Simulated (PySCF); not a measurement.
Correlation energy of P²⁺ (phosphorus, charge +2)

[Ne] 3s2 3p1, 2P determinant. Computed with PySCF 2.14 in dyall-av3z (19s12p3d2f, 84 functions), with the spin-free X2C one-electron Hamiltonian (Gaussian nucleus). Frozen: [Ne]; 3 electrons correlated; the 26 highest virtual orbitals of each spin left out.

```json
{"level": "CCSD", "correlation energy (mhartree)": "-65.25"}
{"level": "(T)", "correlation energy (mhartree)": "-1.04"}
{"level": "CCSD(T)", "correlation energy (mhartree)": "-66.29"}
```

Diagnostics: T1 = 0.012, D1 = 0.0262, largest double amplitude 0.107.

Cost of the coupled-cluster step: of the order of 5 core-seconds, for 3 correlated electrons.

Iterations:

```
CC2 = 0
CCSD nocc = (np.int64(2), np.int64(1)), nmo = (53, 53)
frozen orbitals [[0, 1, 2, 3, 4, 58, 59, 60, 61, 62, 63, 64, 65, 66, 67, 68, 69, 70, 71, 72, 73, 74, 75, 76, 77, 78, 79, 80, 81, 82, 83], [0, 1, 2, 3, 4, 58, 59, 60, 61, 62, 63, 64, 65, 66, 67, 68, 69, 70, 71, 72, 73, 74, 75, 76, 77, 78, 79, 80, 81, 82, 83]]
max_cycle = 100
direct = 0
conv_tol = 1e-08
conv_tol_normt = 1e-06
diis_space = 8
diis_start_cycle = 0
Init t2, MP2 energy = -0.0468881978086044
Init E_corr(UCCSD) = -0.0468881978118458
cycle = 1  E_corr(UCCSD) = -0.0584578775860743  dE = -0.0115696798  norm(t1,t2) = 0.0501213
cycle = 2  E_corr(UCCSD) = -0.0623967489229739  dE = -0.00393887134  norm(t1,t2) = 0.0214087
cycle = 3  E_corr(UCCSD) = -0.0652503324230484  dE = -0.0028535835  norm(t1,t2) = 0.00995355
cycle = 4  E_corr(UCCSD) = -0.0652300396308609  dE = 2.02927922e-05  norm(t1,t2) = 0.00117486
cycle = 5  E_corr(UCCSD) = -0.0652502072669819  dE = -2.01676361e-05  norm(t1,t2) = 0.000143899
cycle = 6  E_corr(UCCSD) = -0.0652442885406877  dE = 5.91872629e-06  norm(t1,t2) = 2.4431e-05
cycle = 7  E_corr(UCCSD) = -0.0652464760818835  dE = -2.1875412e-06  norm(t1,t2) = 7.16538e-06
cycle = 8  E_corr(UCCSD) = -0.0652459039654573  dE = 5.72116426e-07  norm(t1,t2) = 2.03481e-06
cycle = 9  E_corr(UCCSD) = -0.0652458900500057  dE = 1.39154517e-08  norm(t1,t2) = 2.14234e-07
cycle = 10  E_corr(UCCSD) = -0.0652459060692549  dE = -1.60192492e-08  norm(t1,t2) = 6.9246e-08
cycle = 11  E_corr(UCCSD) = -0.0652459051927721  dE = 8.76482775e-10  norm(t1,t2) = 3.33853e-08
UCCSD converged
E(UCCSD) = -340.534371010177  E_corr = -0.06524590519277208
UCCSD(T) correction = -0.00104355133427174
```
